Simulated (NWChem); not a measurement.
System: C5H5F; SMILES CC#C/C=C\F

NWChem input:

```
start job
memory heap 200 mb stack 900 mb global 1100 mb
geometry units angstroms
  C      2.943847     0.331814     0.508211
  C      1.535055     0.022715     0.557095
  C      0.361512    -0.238794     0.605008
  C     -1.013115    -0.540306     0.652037
  C     -1.882501    -0.224158    -0.301818
  F     -1.527235     0.424938    -1.422514
  H      3.227081     0.918832     1.382037
  H      3.169356     0.902756    -0.392024
  H      3.526707    -0.589409     0.499741
  H     -1.372492    -1.063394     1.526674
  H     -2.938570    -0.448045    -0.280669
end
basis spherical
  * library 6-31g*
end
dft
  xc b3lyp
  iterations 150
end
driver
  maxiter 120
end
task dft optimize
task dft freq
```

B3LYP is NWChem's, with the RPA form of VWN correlation.

The level has its own optimisation; frequencies are unscaled. Brackets give each atom's bonded neighbours.

### Question
Predict the main results of this run. (B3LYP/6-31G* (spherical d).) Quantities: r C–C [C(CC)–C(CHHH)] (Å); r C–H [C(CHHH)–H(C)] (Å); r C–C [C(CC)–C(CC)] (Å); r C–C [C(CC)–C(CCH)] (Å); highest harmonic frequency (cm⁻¹); lowest (cm⁻¹); zero-point energy (kcal/mol); dipole (D).

### Answer
The r C–C [C(CC)–C(CHHH)] (Å) is 1.459. The r C–H [C(CHHH)–H(C)] (Å) is 1.097, the r C–C [C(CC)–C(CC)] (Å) comes out as 1.213 and the r C–C [C(CC)–C(CCH)] (Å) comes out as 1.419. The highest harmonic frequency (cm⁻¹) is 3233 and the lowest (cm⁻¹) is -4. The zero-point energy (kcal/mol) is 52.0 and the dipole (D) is 1.01.
